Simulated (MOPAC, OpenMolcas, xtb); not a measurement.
How methods differ on CH6GeO (SMILES C[O][GeH3])

The species is CH6GeO (9 atoms), meant as a singlet with charge 0. SMILES: `C[O][GeH3]`. The shape is that of a PBE0-D4/def2-TZVP optimisation.

Quantity: the HOMO–LUMO gap, in eV. The values are calculated.

```tsv
level	kind	program	value (eV)	CPU time
PM6	semi-empirical	MOPAC	10.49	under 2 s
GFN0-xTB	semi-empirical	xtb	6.65	under 2 s
HF/cc-pVDZ	Hartree–Fock	OpenMolcas	15.38	6.2 s
SVWN5/cc-pVDZ	LDA	OpenMolcas	5.46	19 s
revPBE/cc-pVDZ	GGA	OpenMolcas	5.76	27 s
M06-L/cc-pVDZ	meta-GGA	OpenMolcas	6.62	37 s
BHLYP/cc-pVDZ	global hybrid	OpenMolcas	10.57	23 s
B2PLYP/cc-pVDZ	double hybrid	OpenMolcas	10.85	17 s
```

All-electron rows without a relativistic Hamiltonian named are non-relativistic. The values span 5.46 to 15.38 eV. Orbital gaps aren't excitation energies, and those of double hybrids come from the SCF part alone; they tend to grow with the share of exact exchange. CPU times are rough (shared hosts, several kinds of processor and program).
